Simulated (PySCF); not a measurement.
# One molecule, several mistakes: AlBFH4Si cation

Calculated results; nothing here was measured. They come from PySCF 2.14.0, an open-source quantum chemistry program, on an isolated molecule that a program drew, which may never have been made. The molecule is AlBFH4Si cation (charge +1, singlet), drawn as the SMILES string `F[B]([AlH+])[SiH3]`.

Each row is a Hartree-Fock (HF) and frozen-core CCSD(T) single point in the cc-pV(D+d)Z basis, meant for a local HF minimum. Run 1 is clean. Each other run has one planted mistake out of seven kinds, and not every kind appears here: one electron removed, one electron added, multiplicity raised by two, geometry at a saddle point, minimal basis STO-3G, one bond length entered in bohr, all coordinates scaled. The reference is restricted for singlets and unrestricted otherwise, and also for a bond in bohr. Adding or removing an electron swaps singlet and doublet. Electrons count all cores. HOMO and LUMO are orbital energies over both spins, the gradient is its largest component, and the lowest frequency (negative if imaginary) is given only where the gradient is small. Bond lengths are over the 7 bonds as drawn. T1 is the CCSD diagnostic: over 0.02 (restricted) or 0.045 (unrestricted) a single reference is doubtful.

Geometry of the clean run:
```xyz
8
AlBFH4Si cation, angstrom
F     0.7732   -0.3342    1.4223
B    -0.1576   -0.3279    0.5057
Al   -2.1956   -0.6085    1.4714
Si    0.0742   -0.1059   -1.5270
H    -3.6044   -0.7993    2.1069
H    -0.5288   -1.3242   -2.1105
H    -0.7472    1.0745   -1.8737
H     1.4939    0.0578   -1.8759
```

| run | electrons | basis functions | <S^2> | HOMO (eV) | LUMO (eV) | gradient (hartree/bohr) | lowest frequency (cm^-1) | mean bond (Å) | longest bond (Å) | T1 | HF (hartree) | CCSD(T) (hartree) | mistake |
|---|---|---|---|---|---|---|---|---|---|---|---|---|---|
| 1 | 44 | 94 | 0.000 | -14.92 | -5.07 | 3.8e-06 | 47 | 1.6605 | 2.273 | 0.0175 | -657.05838 | -657.52485 | no fault |
| 2 | 44 | 94 | 2.023 | -12.26 | -6.83 | 4.0e-02 | - | 1.6605 | 2.273 | 0.0256 | -656.96917 | -657.43226 | multiplicity raised by two |
| 3 | 45 | 94 | 0.793 | -6.13 | 0.62 | 4.6e-02 | - | 1.6605 | 2.273 | 0.0255 | -657.26348 | -657.74572 | one electron added |
| 4 | 43 | 94 | 0.792 | -22.43 | -12.87 | 7.9e-02 | - | 1.6605 | 2.273 | 0.0238 | -656.54861 | -656.99766 | ? |
| 5 | 44 | 94 | 0.000 | -15.01 | -5.11 | 8.1e-02 | - | 1.5559 | 2.129 | 0.0164 | -657.02700 | -657.49012 | ? |

**Which mistake was planted in run 4, and what did it cost?**

It counts 43 electrons, one fewer than the clean run, at the same geometry and basis. So the mistake is: one electron removed. Subtracting run 1 and multiplying by 627.51 kcal/mol a hartree, the energy moved by 319.9 kcal/mol in HF and 330.8 kcal/mol in CCSD(T).

**Which mistake was planted in run 5, and what did it cost?**

The mean and the longest bond both change by the same factor, 0.937, and the gradient is no longer small. So the mistake is: all coordinates scaled. Subtracting run 1 and multiplying by 627.51 kcal/mol a hartree, the energy moved by 19.7 kcal/mol in HF and 21.8 kcal/mol in CCSD(T).

